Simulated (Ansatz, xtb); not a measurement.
## Ranking isomers of BFH6N2O

3 gas-phase structures of BFH6N2O, found in a search over its isomers (lower ones may exist). Each was relaxed with GFN2-xTB; where two conformers were screened, the lower at r2SCAN-D4/def2-SVP is listed:

A. a singlet given by its coordinates
B. `[NH3+][B@H-](F)NO`, a singlet
C. `NO[B@H-]([NH3+])F`, a singlet

A (Å):

```csv
atom,x (Å),y (Å),z (Å)
B,-1.2134,1.7623,-0.6021
F,-1.2273,2.6389,0.4613
N,-2.8291,0.2528,0.8269
N,-2.8081,1.0580,-0.3721
O,-0.3528,0.6686,-0.4064
H,-2.6433,0.8933,1.5994
H,-1.9872,-0.3273,0.7671
H,-3.4917,1.8080,-0.2775
H,-3.0741,0.4607,-1.1548
H,-1.2613,2.3007,-1.6638
H,0.1216,0.4078,-1.1898
```

Close contacts (Å): B1–F2 1.38, B1–N4 1.76, B1–O5 1.41, N3–N4 1.44, B1–H10 1.19, N3–H6 1.02, N3–H7 1.02, N4–H8 1.02, N4–H9 1.02, O5–H11 0.95.

Estimate their order in r2SCAN-D4/def2-SVP energy at these geometries, lowest first.

Calculated order at r2SCAN-D4/def2-SVP: A (0.0), C (53.4), B (100.0) kJ/mol.

Energies above the lowest of each column, in kJ/mol; the last columns are at PBE0-D3(BJ)/def2-SVP geometries and were run for some of them only (a dash: not run or not comparable):

```tsv
structure	GFN2-xTB	HF/STO-3G	r2SCAN-D4/def2-SVP	PBE0-D3(BJ)/def2-SVP	CCSD(T)/def2-SVP + ΔMP2/def2-TZVPP
A	0.0	8.6	0.0	0.0	0.0
C	48.8	0.0	53.4	57.6	62.2
B	85.5	69.9	100.0	–	–
```

CCSD(T)/def2-SVP + ΔMP2/def2-TZVPP puts A lowest of those it was run on; HF/STO-3G picks C. Some further structures that were screened fall inside this span and aren't listed. Flexible structures stand in one conformer each, not always the lowest. Frequencies (PBE0-D3(BJ)/def2-SVP) were run for A, C alone. ΔMP2 is the change of the MP2 energy from the smaller to the larger basis.

Programs: Ansatz 0.2.0, xtb 6.7.1.
